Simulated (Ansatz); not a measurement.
System: InBr$_{2}$ (charge +1, singlet). 
Geometry from a B3LYP-D3(BJ)/def2-TZVP (Ansatz, a program for electronic structure) optimisation:
```
In
Br 1 2.3685
Br 1 2.3685 2 180.00
```
Charge +1, spin multiplicity 1.

Basis-set convergence of Hartree-Fock and CCSD(T) correlation energies (hartree) with Ansatz. Cores are frozen in the correlated levels unless marked. Spin-orbit coupling is left out. The frozen core is the preceding noble-gas configuration, with the filled d and f shells of earlier blocks. In def2 rows, elements after Kr have scalar-relativistic effective core potentials.

```tsv
basis	functions	E(HF)	E(corr, CCSD(T))
def2-SVPD	114	-5333.24955	-0.31386
def2-TZVPPD	170	…	…
```

Problem. What belongs in the gaps?

Solution. 
- def2-TZVPPD, E(HF): -5333.88922
- def2-TZVPPD, E(corr, CCSD(T)): -0.40263
